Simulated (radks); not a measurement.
Ce+, configuration [Xe] 4f1 5d2.

Method: Dirac Kohn-Sham, PBE, spin-unpolarised, spherical densities, finite nucleus; open shells are shared between the two j in proportion to 2j + 1; Fermi nuclear charge, rms radius 4.8771 fm; computed with a radial shooting solver on a logarithmic mesh with Libxc functionals.

Energy parts (eV):
| part | energy |
|---|---|
| total | -241216.24 |
| kinetic | 258765.71 |
| electron-nucleus | -587298.73 |
| Hartree | 93031.38 |
| exchange-correlation | -5714.60 |

Orbitals (lengths in bohr, moments of r in powers of bohr; <r^-3> diverges for s and p1/2; r(max) is where P^2 peaks):
orbital      occ.  eigenvalue (eV)   r(max)      <r^2>   <1/r>  <r^-3>  small-component weight
1s1/2           2        -40235.16  0.01574  0.0008209   63.34       -                4.61e-02
2s1/2           2        -6442.821  0.08922    0.01300   14.93       -                1.00e-02
2p1/2           2        -6083.390  0.06798   0.009534   14.91       -                1.00e-02
2p3/2           4        -5636.798  0.07324    0.01080   13.51    7087                9.44e-03
3s1/2           2        -1390.376   0.2548    0.08863   5.389       -                3.07e-03
3p1/2           2        -1238.117   0.2416    0.08352   5.302       -                3.01e-03
3p3/2           4        -1150.355   0.2530    0.09106   4.952    1430                2.84e-03
3d3/2           4        -884.0872   0.2034    0.07457   4.816   234.4                2.72e-03
3d5/2           6        -865.2424   0.2066    0.07671   4.728   213.2                2.67e-03
4s1/2           2        -284.3955   0.5935     0.4583   2.233       -                9.45e-04
4p1/2           2        -227.8344   0.6028     0.4895   2.129       -                8.79e-04
4p3/2           4        -208.9853   0.6271     0.5307   2.015   308.2                8.25e-04
4d3/2           4        -116.1121   0.6480     0.6328   1.797   41.94                6.81e-04
4d5/2           6        -112.8088   0.6559     0.6493   1.769   37.79                6.66e-04
4f5/2    0.428571          -9.4053   0.7058      1.635   1.210   4.280                3.40e-04
4f7/2    0.571429          -9.0756   0.7105      1.678   1.198   4.159                3.35e-04
5s1/2           2         -44.3909    1.375      2.609  0.8727       -                2.08e-04
5p1/2           2         -29.0863    1.504      3.328  0.7683       -                1.65e-04
5p3/2           4         -26.3856    1.572      3.662  0.7271   43.70                1.51e-04
5d3/2         0.8          -7.3314    2.158      9.399  0.4636   2.692                6.28e-05
5d5/2         1.2          -7.1247    2.196      9.778  0.4542   2.379                6.04e-05

The highest occupied level is 5d5/2 at -7.125 eV. The electron density at the nucleus is 3.829e+05 e/bohr^3.
